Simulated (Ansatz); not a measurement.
Basis-set extrapolation for C3H8SSi, SMILES `CC[SiH2]C=S` (PBE0-D4/def2-TZVP geometry, frozen core, Ansatz). Multiplicity 1, RHF reference.

```csv
,def2-TZVPP,def2-QZVPP
HF,-804.767732,-804.793383
MP2 correlation,-0.808540,-0.864716
CCSD(T) correlation,-0.909836,not run
```

Energies in hartree. Use E(X) = E(∞) + A·exp(−7.88·√X) for Hartree–Fock and E(X) = E(∞) + B·X^(−2.97) for correlation, with X = 3 and 4, and add CCSD(T) minus MP2 of the smaller set to the MP2 limit.

Problem. What is the CCSD(T) energy at the basis-set limit?

Solution. HF limit: -804.793383 + (-0.025651) × 0.13774 = -804.79692. MP2 limit: -0.864716 + (-0.056176) × 0.74074 = -0.90633. Higher-order term: -0.909836 − (-0.808540) = -0.10130. Total: -805.80455 hartree, 333.4 kJ/mol below CCSD(T)/def2-TZVPP.
